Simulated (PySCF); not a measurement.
disilinane (C4H12Si2), SMILES C1CCC[SiH2][SiH2]1.

Geometry: TPSSh-D3(BJ)/def2-SVP. Other conformers were not sampled.

These are PBE/def2-TZVP in PySCF values and carry that method's errors.

Symmetry labels are those of the subgroup C2 that the program uses (full group C2).

**Question.** List the valence orbital energies around the gap with their symmetry. (Estimate from the structure and the level; the computed values follow.)

**Answer.** 
```tsv
orbital	symmetry	energy (eV)
HOMO−7	B	-9.04
HOMO−6	A	-8.46
HOMO−5	B	-8.06
HOMO−4	A	-8.04
HOMO−3	A	-8.00
HOMO−2	A	-7.51
HOMO−1	B	-6.82
HOMO	A	-6.29
LUMO	A	-0.54
LUMO+1	B	-0.29
LUMO+2	B	0.23
LUMO+3	A	0.44
```
